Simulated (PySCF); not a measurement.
## Cost of excited-state runs on SMILES c1([C@H]2P(CCCO)C2)ccccc1, C11H15OP

Geometry:
| atom | x (Å) | y (Å) | z (Å) |
| --- | --- | --- | --- |
| O1 | 4.538 | 1.219 | -1.748 |
| C2 | 4.086 | 0.119 | -0.996 |
| C3 | 2.749 | 0.387 | -0.302 |
| C4 | 2.225 | -0.855 | 0.413 |
| P5 | 0.592 | -0.487 | 1.255 |
| C6 | -0.378 | -1.957 | 0.731 |
| C7 | -0.537 | -0.779 | -0.202 |
| C8 | -1.819 | -0.058 | -0.274 |
| C9 | -2.328 | 0.341 | -1.507 |
| C10 | -3.536 | 1.009 | -1.587 |
| C11 | -4.252 | 1.294 | -0.437 |
| C12 | -3.748 | 0.913 | 0.796 |
| C13 | -2.542 | 0.245 | 0.876 |
| H14 | 4.605 | 1.985 | -1.167 |
| H15 | 4.839 | -0.173 | -0.249 |
| H16 | 3.981 | -0.699 | -1.713 |
| H17 | 2.869 | 1.200 | 0.421 |
| H18 | 2.026 | 0.718 | -1.052 |
| H19 | 2.114 | -1.682 | -0.292 |
| H20 | 2.935 | -1.162 | 1.186 |
| H21 | 0.153 | -2.824 | 0.359 |
| H22 | -1.235 | -2.211 | 1.342 |
| H23 | -0.035 | -0.873 | -1.161 |
| H24 | -1.774 | 0.123 | -2.409 |
| H25 | -3.921 | 1.309 | -2.551 |
| H26 | -5.196 | 1.815 | -0.500 |
| H27 | -4.296 | 1.143 | 1.698 |
| H28 | -2.139 | -0.034 | 1.841 |

PySCF with density fitting, on 1 thread of an Intel Xeon 6975P-C, shared host. Command: `OMP_NUM_THREADS=1 python excited_run.py task.json out`

How long does this run take, and how much memory?
- vibronic structure, B3LYP/def2-SV(P); full response; writes grids


```tsv
run	level	basis functions	wall time	peak memory (GiB)
vibronic structure	B3LYP/def2-SV(P)	216	110 s	1.7
```
Times from a shared host are rough.
